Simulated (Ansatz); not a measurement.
`[F][AlH][CH2]CCl` + H₂S → `[F][AlH][SH]` + `CCCl` at 298.15 K and 1 bar (ligand exchange at the Al–C bond).

Program: Ansatz. Geometries: PBE0-D4/def2-TZVP. ΔE: electronic, gas phase. CCSD(T)/CBS adds triple-zeta CCSD(T) − MP2 to the extrapolated MP2 energy (def2 sets, frozen cores). This one scheme is used for every species. Each species was taken in one conformer, which may not be the lowest.

| species | CCSD(T)/CBS energy (Eh) | H − E (kJ/mol) | S (J/(mol·K)) |
| --- | --- | --- | --- |
| `[F][AlH][CH2]CCl` | -880.77864 | 193.0 | 361.9 |
| H₂S | -398.97279 | 49.9 | 205.7 |
| `[F][AlH][SH]` | -740.90186 | 64.3 | 292.4 |
| `CCCl` | -538.89655 | 188.1 | 274.6 |

H − E and S are ideal-gas, rigid-rotor, harmonic terms from PBE0-D4/def2-TZVP, for one conformer and one mirror image of each species. 1 Eh = 2625.50 kJ/mol, R = 8.31446 J/(mol·K).

Q: By hand: ΔE, ΔH, ΔS and ΔG.

A: ΔE = (-740.90186) + (-538.89655) − (-880.77864) − (-398.97279) = -0.04698 Eh = -123.3 kJ/mol. Δ(H − E) = 64.3 + 188.1 − 193.0 − 49.9 = 9.5, so ΔH = -113.8 kJ/mol. ΔS = 292.4 + 274.6 − 361.9 − 205.7 = -0.6 J/(mol·K). ΔG = -113.8 − 298.15 × (-0.6)/1000 = -113.6 kJ/mol.

Q: By hand: the equilibrium constant, and the temperature at which ΔG would vanish if ΔH and ΔS stayed fixed.

A: log₁₀ K = −ΔG/(RT ln 10) = 19.9. ΔG = 0 at ΔH/ΔS = 189667 K, far beyond where these terms or the molecules hold.

The number of gas molecules stays the same, so ΔS is small and ΔH decides. A doubt of 5 kJ/mol in ΔE shifts log₁₀ K by 0.9 here. Other conformers and mirror images would add mixing entropy, several J/(mol·K) or more a flexible species. Modes under 60 cm⁻¹, often nearly free rotors, make the harmonic entropy too high. These are equilibria of isolated gas molecules and say nothing of rates. Largest T1 diagnostic: 0.012 (customary marks: 0.02 for closed shells, 0.045 for open ones).
